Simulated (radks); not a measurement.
These are the eigenvalues of the occupied orbitals of an atom or ion with whole-number occupations (hartree). All-electron calculation, Dirac Kohn-Sham, PBE, spin-unpolarised, spherical densities, finite nucleus; Fermi nuclear charge, rms radius of each element as measured or else 0.836 A^(1/3) + 0.57 fm. Program: a radial shooting solver on a logarithmic mesh with Libxc functionals.

orbital  eigenvalue
1s1/2     -554.2348
2s1/2     -75.70685
2p1/2     -68.85018
2p3/2     -66.61570
3s1/2     -12.86400
3p1/2     -10.40571
3p3/2     -10.06925
3d3/2      -5.76710
3d5/2      -5.70975
4s1/2      -2.87975
4p1/2      -2.24973
4p3/2      -2.20645

Which element is it, and in what charge state? The configuration may be excited. Open shells, if any, fill j = l - 1/2 first.

Answer. Z = 37, rubidium, charge +4: Rb4+ in [Ar] 3d10 4s2 4p3. The list shows which subshells hold electrons but not how many an open one holds; the 1s level, -554.23 hartree, gives Z - s = 33.3 by -(Z - s)^2/2, which with screening and relativity narrows Z to a few neighbours, and the depths of the outer levels then fix element, charge and occupations together.
